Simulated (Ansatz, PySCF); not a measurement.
This triplet is an excited state, 1.70 eV above the relaxed singlet at the level composite: frozen-core CCSD(T) with HF/cc-pVQZ and the correlation energy extrapolated as X^-3 from cc-pVTZ and cc-pVQZ, plus CCSDT(Q) minus CCSD(T) in cc-pVDZ // B3LYP-D3(BJ)/def2-TZVP (Ansatz, an electronic-structure program).

B3LYP has the VWN-RPA correlation part, as in Gaussian. 

# HClGe, SMILES `[Cl][GeH]` (excited triplet) (charge 0, multiplicity 3)

All values below come from B3LYP-D3(BJ)/def2-TZVP (PySCF).

| Property | Value |
|---|---|
| highest occupied spin orbital | -5.13 eV |
| dipole moment | 1.55 D |
| total energy | -69057.94 eV |
| cost | very roughly 30 core-seconds |

```xyz
3

Cl     1.7188    -0.2202     0.0000
Ge    -0.2797     0.6376     0.0000
H     -1.4391    -0.4174     0.0000
```
Charge 0, spin multiplicity 3.
